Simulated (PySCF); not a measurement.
**Bi⁻ (bismuth, charge -1): UHF calculation**

Configuration: [Xe] 4f14 5d10 6s2 6p4, high-spin 3P determinant. Calculation: PySCF 2.14, in aug-cc-pVDZ-PP with ECP60MDF (5s4p3d, 32 functions); a scalar-relativistic core potential.

```
Total energy                                                  : -213.582920 hartree
One-electron energy                                           : -378.0495 hartree
Hartree (Coulomb) energy                                      : 180.7042 hartree
Exchange energy                                               : -16.2376 hartree
⟨S²⟩                                                          : 2.0270
⟨L²⟩                                                          : 2.028
Sum of ⟨r⟩                                                    : 38.46 bohr
Sum of ⟨r²⟩                                                   : 95.41 bohr²
Traceless quadrupole moment −½Σ⟨3z² − r²⟩ along its main axis : -8.18 e·bohr²
```

| shell | electrons | mean orbital energy (hartree) | spread (hartree) | rms radius, mean of both spins (bohr) |
| --- | --- | --- | --- | --- |
| 5s α | 1 | -6.45850 | 0 | 0.899 |
| 5s β | 1 | -6.45100 | 0 | 0.899 |
| 5p α | 3 | -4.03346 | 0.01332 | 1.02 |
| 5p β | 3 | -4.02781 | 0.00521 | 1.02 |
| 5d α | 5 | -1.08688 | 0.01645 | 1.33 |
| 5d β | 5 | -1.07782 | 0.01012 | 1.33 |
| 6s α | 1 | -0.52869 | 0 | 2.47 |
| 6s β | 1 | -0.39847 | 0 | 2.47 |
| 6p α | 3 | -0.08614 | 0.04003 | 3.80 |
| 6p β | 1 | -0.01395 | 0 | 3.80 |

Energies and moments cover only the electrons outside the core potential. Spin-orbit coupling is strong in this species (close to jj coupling), so the high-spin LS determinant is a model state, not a physical level.
